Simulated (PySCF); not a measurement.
C4H8O, charge +1, doublet, at a GFN2-xTB geometry (a state made from the parent by changing its charge; the spin is typed, not shown lowest). Base run: PySCF with PBE/STO-3G.

Input for PySCF:
```python
from pyscf import gto, scf, dft

mol = gto.Mole()
mol.atom = '''
    C     1.913518    0.217496   -0.223696
    C     0.772629   -0.131146    0.677921
    C    -0.579159   -0.152733   -0.137220
    C    -1.653043    0.518255    0.653602
    O    -0.649235   -0.640279   -1.202879
    H     2.825684    0.203042    0.389901
    H     1.864472    1.238781   -0.609304
    H     2.018542   -0.478518   -1.053085
    H     0.821271   -1.170790    1.025636
    H     0.692202    0.543441    1.529185
    H    -1.454549    1.590865    0.698565
    H    -1.693238    0.138594    1.673762
    H    -2.604171    0.345585    0.144730
'''
mol.basis = 'sto-3g'
mol.charge = 1
mol.spin = 1
mol.verbose = 4
mol.build()

mf = dft.UKS(mol)
mf.xc = 'pbe'
mf.kernel()
mf.analyze()
```

The base run was repeated with changes; each row names its change, and settings that it needs were set with it.

| change | E (Eh) | HOMO (eV) | <S^2> | core-seconds (rough) |
|---|---|---|---|---|
| base | -228.95106 | -12.54 | 0.753 | 6 |
| functional = pbe0 | -229.00017 | -14.15 | 0.757 | 6 |
| functional = o3lyp | -229.21967 | -13.39 | 0.756 | 9 |
| functional = camb3lyp | -229.09801 | -15.50 | 0.758 | 10 |
| functional = scan | -229.16417 | -13.03 | 0.764 | 20 |
| functional = m06 | -229.01443 | -13.96 | 0.759 | 8 |
| functional = m06l | -229.17586 | -12.84 | 0.758 | 10 |
| functional = tpssh | -229.30621 | -13.43 | 0.755 | 20 |
| functional = revpbe | -229.19766 | -12.57 | 0.753 | 6 |
| functional = blyp | -229.10469 | -12.44 | 0.753 | 9 |
| functional = b3lyp | -229.23340 | -13.90 | 0.756 | 6 |
| functional = tpss | -229.32424 | -12.80 | 0.754 | 20 |
| functional = x3lyp | -229.12177 | -13.94 | 0.756 | 7 |

Total energies compare only within one method and basis.

Open shells are given as the SCF converged; they aren't shown to be the lowest states, and a large step between rows can be another state.
